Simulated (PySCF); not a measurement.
# Calculated NMR data

PySCF calculation with shielding tensors at PBE0/pcSseg-1 (GIAO) and GFN2-xTB structure; one averaged value for each set of equivalent atoms, one computed conformer, no relativistic terms, gas phase.

Referencing at the same level of theory: 1H (σref 31.72), 13C (σref 186.93) vs TMS. Where no couplings were computed, multiplicities follow the n + 1 count of equivalent neighbours, and m marks all less simple cases (inequivalent or close neighbours, rings, F or P nearby). Shifts are as computed. Against solution values, carbons near 30 ppm lie about +3 ppm off and those near 130 ppm about +5 ppm. Of 1309 compounds with measured shifts, 239 miss one by over three times the rms of a fit or turn the order of signals round; such compounds aren't used in these exercises. OH and NH positions are gas-phase values without hydrogen bonding to other molecules.

**1.** `[SiH3]N([Si@H]([SiH2]C#N)Cl)[SiH3]`, CH₉ClN₂Si₄. 1H NMR (400 MHz, computed): δ 6.22 (m, 1H), 4.88 (s, 6H), 4.36 (m, 1H), 4.15 (m, 1H). 13C{1H} NMR (computed): δ 122.3 (C).

**2.** SMILES C[Si@H](OC=O)C(C)(C)C, C₆H₁₄O₂Si. 1H NMR (400 MHz, computed): δ 8.13 (s, 1H), 5.09 (q, 1H), 1.03 (s, 9H), 0.40 (d, 3H). 13C{1H} NMR (computed): δ 165.9, 27.3, 21.2, -5.8.

**3.** SMILES CN[SiH2]c1ccncn1, C₅H₉N₃Si. 1H NMR (400 MHz, computed): δ 9.61 (s, 1H), 8.94 (d, 1H), 7.30 (d, 1H), 5.19 (s, 2H), 2.98 (s, 3H), 0.11 (br s, 1H). 13C{1H} NMR (computed): δ 178.9 (C), 164.1 (CH), 161.4 (CH), 131.9 (CH), 31.9 (CH3).

**4.** `CN[SiH2]c1cnccn1`, C₅H₉N₃Si. 1H NMR (400 MHz, computed): δ 9.24 (s, 1H), 8.92 (m, 1H), 8.79 (m, 1H), 5.34 (s, 2H), 2.95 (s, 3H), -0.12 (br s, 1H). 13C{1H} NMR (computed): δ 165.0 (C), 157.8 (CH), 150.6 (CH), 150.4 (CH), 32.8 (CH3).
